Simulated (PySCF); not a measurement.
Two species compared at the same levels of theory.

First species: C₅H₅FN₂O₂.
InChI=1S/C5H5FN2O2/c6-5-1-4(2-9)8(3-10)7-5/h1,3,9H,2H2

Second species: SnFMe3, C₃H₉FSn.
SMILES: `[CH3][Sn]([CH3])([CH3])[F]`

Levels: B3LYP/def2-SVPD for dipole moment, HOMO energy, LUMO energy, HOMO–LUMO gap and static isotropic polarisability; TDDFT B3LYP/def2-SVPD for lowest singlet excitation; PBE0-D3(BJ)/def2-SVP for rotational constant A and rotational constant C. Geometries: PBE0-D3(BJ)/def2-SVP. All species are isolated and taken at one optimised geometry (atoms past krypton carry core potentials, spin–orbit coupling is left out). Electronic properties by PySCF.

The conformers computed, where there is a choice (atom-mapped SMILES and torsion angles):
- `[O:1]=[CH:2][n:3]1[n:4][c:5]([F:6])[cH:7][c:8]1[CH2:9][OH:10]`: O1–C2–N3–N4 -177°, C7–C8–C9–O10 121°, H–O10–C9–C8 73°

```csv
property,column X,column Y
dipole moment,1.78 D,3.36 D
HOMO energy,-7.96 eV,-7.95 eV
LUMO energy,-2.30 eV,-0.40 eV
HOMO–LUMO gap,5.66 eV,7.55 eV
lowest singlet excitation,4.81 eV,6.81 eV
static isotropic polarisability,81.1 au,77.8 au
rotational constant A,2.667 GHz,2.564 GHz
rotational constant C,0.744 GHz,2.366 GHz
```

Question: Which column belongs to which species?

Answer: Column X is the first species and column Y the second. The first has 15 atoms and 74 electrons, the second 14 and 86.

Question: How does each property change from the first species to the second?

Answer: dipole moment +1.58 D; HOMO energy +0.01 eV; LUMO energy +1.90 eV; HOMO–LUMO gap +1.89 eV; lowest singlet excitation +2.00 eV; static isotropic polarisability -3.3 au; rotational constant A -0.103 GHz; rotational constant C +1.622 GHz.

On the first: The polarisability is 12.02 Å³ as a volume (1 au = 0.148185 Å³), or 1.10 au for each of the 74 electrons. No computed singlet falls in the visible range (750 to 380 nm, 1.65 to 3.26 eV); S1 lies 1.55 eV above its blue end.

On the second: The dipole matches unit charges of opposite sign 0.70 Å apart (1 e·Å = 4.8032 D). S1 lies 0.74 eV below the HOMO–LUMO gap. Atoms past krypton carry effective core potentials; spin–orbit coupling is left out.
